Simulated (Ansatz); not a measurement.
`C=[CH][Ga]([CH3])[F]` and `C=[CH][Ga]([CH3])[Cl]` differ in one element.

Ansatz, PBE0-D4/def2-TZVP geometries, multiplicity 1. Each molecule was computed in one conformer, which needn't be the lowest.

Scalar relativity is left out up to krypton.

```csv
property,`C=[CH][Ga]([CH3])[F]`
LUMO energy (B3LYP/def2-TZVPP) / eV,-1.59
size of the dipole moment (ωB97M-V/def2-TZVPP) / D,2.58
HOMO–LUMO gap (PBE/def2-TZVPP) / eV,4.55
HOMO–LUMO gap (PBE0/def2-TZVPP) / eV,6.73
HOMO energy (PBE/def2-TZVPP) / eV,-6.75
HOMO–LUMO gap (B3LYP/def2-TZVPP) / eV,6.26
```

(1) Give the same properties after the change, and the shifts. (Estimate.)

## Answers

(1) Computed: 
| property | `C=[CH][Ga]([CH3])[Cl]` | shift |
| --- | --- | --- |
| LUMO energy (B3LYP/def2-TZVPP) / eV | -1.75 | -0.16 |
| size of the dipole moment (ωB97M-V/def2-TZVPP) / D | 2.62 | 0.04 |
| HOMO–LUMO gap (PBE/def2-TZVPP) / eV | 4.30 | -0.25 |
| HOMO–LUMO gap (PBE0/def2-TZVPP) / eV | 6.44 | -0.29 |
| HOMO energy (PBE/def2-TZVPP) / eV | -6.67 | 0.08 |
| HOMO–LUMO gap (B3LYP/def2-TZVPP) / eV | 5.96 | -0.30 |

With PBE0 the HOMO rises by 0.11 eV and the LUMO falls by 0.18 eV, so the gap narrows by about 0.29 eV. PBE moves the HOMO by 0.08 eV and ωB97M-V by 0.12 eV. Dipoles are sizes alone; their direction can turn.

Positive LUMOs are unbound, so they and the gaps depend on the basis.

B3LYP here is the variant with VWN-RPA as its local correlation; programs differ in this.
